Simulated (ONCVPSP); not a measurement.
# What one change does to a pseudopotential (C (Z = 6), ONCV)

C, optimised norm-conserving Vanderbilt (ONCV), made with ONCVPSP 4.0.1 (LDA (Perdew-Zunger), scalar-relativistic). Core [He], reference 2s2 2p1 (charge +1). Waves: 2s: rc 1.25 bohr, ncon 5, nbas 8, qcut 6.2 1/bohr, 1 projector; 2p: rc 1.10 bohr, ncon 3, nbas 7, qcut 8.6 1/bohr, local; d scattering state at 0.4 Ha: rc 1.10 bohr, ncon 4, nbas 8, qcut 7.4 1/bohr, 3 projectors, debl 1.7 Ha. Local part: the p channel. Core correction: polynomial model core, fcfact 0.7.

Change: all radii but the core radius scaled by about 1.18 (s 1.48, p 1.30, d 1.30 bohr).

Cutoffs: the cutoffs (Ha) at which the residual kinetic energy of the hardest occupied pseudo-wave falls to 1 and 0.1 mHa per electron; they do not see the model core or the augmentation charge, which bear on the density cutoff. Errors are all-electron minus pseudo energies relative to the spin-unpolarised reference configuration.

Problem. How do hardness, ghosts and transferability respond?

Solution. The potential gets softer (29 Ha and 79 Ha → 26 Ha and 39 Ha); of the 4 tests that both files solve, the error grows in 4 and shrinks in 0 by more than 15 % and 0.3 meV (median size 8.3 → 17.9 meV); neither file shows a bound ghost. A larger radius leaves more room for a smooth pseudo-wave, so fewer plane waves are needed. More of the atom is replaced by a form fitted at one configuration, so other configurations suffer.

```csv
quantity,base,changed
"cutoff, loose",29 Ha,26 Ha
"cutoff, tight",79 Ha,39 Ha
loose cutoff by channel,"s 20 Ha, p 29 Ha","s 16 Ha, p 26 Ha"
bound ghosts,none,none
GHOST(+) flags under 300 eV,none,none
"error for 2s2 2p2, meV [ΔE -10.99 eV]",+2.1,+4.7
"error for 2s2 2p0, meV [ΔE 24.26 eV]",+14,+31
"error for 2s1 2p0, meV [ΔE 72.23 eV]",+87,+102
"error for 2s2 2p1.5, meV [ΔE -6.96 eV]",+1.2,+2.2
"rms error of d²Exc/dni dnj with the model core, mHa",1.09,1.25
```
